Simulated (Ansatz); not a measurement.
Reaction (formal hydrolysis of a B–Si bond): `OB([SiH3])O[SiH3]` + H₂O → `OB(O)O[SiH3]` + SiH₄

Isolated molecules relaxed with PBE0-D4/def2-TZVP in Ansatz; ΔE leaves out vibrations. CCSD(T)/CBS adds triple-zeta CCSD(T) − MP2 to the extrapolated MP2 energy (def2 sets, frozen cores). This one scheme is used for every species. DFT in def2-TZVPP. B3LYP here is the variant with VWN-RPA as its local correlation; programs differ in this. Each species was taken in one conformer, which may not be the lowest.

```
             level  ΔE (kJ/mol)  difference from CCSD(T)/CBS
            PBE-D4       -131.7                         13.0
         r2SCAN-D4       -150.4                         -5.7
           PBE0-D4       -140.5                          4.2
          B3LYP-D4       -148.4                         -3.7
           ωB97X-V       -148.6                         -3.9
           ωB97M-V       -152.4                         -7.7
            B2PLYP       -155.3                        -10.6
               PBE       -136.1                          8.6
            r2SCAN       -151.7                         -7.0
              PBE0       -144.6                          0.1
             B3LYP       -155.5                        -10.8
     HF/def2-TZVPP       -181.0                        -36.3
    MP2/def2-TZVPP       -152.4                         -7.7
SCS-MP2/def2-TZVPP       -156.0                        -11.3
   CCSD/def2-TZVPP       -154.2                         -9.5
CCSD(T)/def2-TZVPP       -149.8                         -5.1
     HF/def2-QZVPP       -180.7                        -36.0
    MP2/def2-QZVPP       -149.3                         -4.6
SCS-MP2/def2-QZVPP       -153.3                         -8.6
      HF/CBS(def2)       -180.7                        -36.0
     MP2/CBS(def2)       -147.2                         -2.5
    CCSD/CBS(def2)       -149.1                         -4.4
       CCSD(T)/CBS       -144.7                            0
```

Largest T1 diagnostic among the species: 0.014.

The D4 term adds +7.1 kJ/mol with B3LYP and +4.1 kJ/mol with PBE0; it sums over pairs of atoms, weighted by their polarisabilities, and B3LYP, whose exchange is more repulsive, gets the larger term. From PBE to PBE0 (25 % exact exchange), in def2-TZVPP and without D4, ΔE moves by −8.5 kJ/mol.
